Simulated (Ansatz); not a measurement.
Start from `[Cl][Ge][Br]` and change one atom or group to get `[CH3][Ge][Br]`.

Ansatz, PBE0-D4/def2-TZVP geometries, multiplicity 1. 

Scalar relativity is left out up to krypton. Spin–orbit coupling is left out; it splits and shifts lone-pair levels of the heavy atoms by tenths of an eV.

| property | `[Cl][Ge][Br]` |
| --- | --- |
| HOMO energy (PBE0/def2-TZVPP) / eV | -7.93 |
| size of the dipole moment (ωB97M-V/def2-TZVPP) / D | 2.05 |
| size of the dipole moment (B3LYP/def2-TZVPP) / D | 1.97 |
| HOMO–LUMO gap (PBE0/def2-TZVPP) / eV | 4.78 |
| size of the dipole moment (PBE/def2-TZVPP) / D | 1.75 |
| HOMO–LUMO gap (PBE/def2-TZVPP) / eV | 3.00 |

Give the same properties after the change, and the shifts. (Estimate.)

Ansatz gave: 
| property | `[CH3][Ge][Br]` | shift |
| --- | --- | --- |
| HOMO energy (PBE0/def2-TZVPP) / eV | -6.82 | 1.11 |
| size of the dipole moment (ωB97M-V/def2-TZVPP) / D | 2.40 | 0.35 |
| size of the dipole moment (B3LYP/def2-TZVPP) / D | 2.27 | 0.30 |
| HOMO–LUMO gap (PBE0/def2-TZVPP) / eV | 4.08 | -0.70 |
| size of the dipole moment (PBE/def2-TZVPP) / D | 2.11 | 0.36 |
| HOMO–LUMO gap (PBE/def2-TZVPP) / eV | 2.25 | -0.75 |

With PBE0 the HOMO rises by 1.11 eV and the LUMO rises by 0.41 eV, so the gap narrows by about 0.70 eV. PBE moves the HOMO by 1.09 eV and ωB97M-V by 1.05 eV. The zero-point energy changes by 89.6 kJ/mol with +9 modes. Dipoles are sizes alone; their direction can turn.

B3LYP here is the variant with VWN-RPA as its local correlation; programs differ in this.
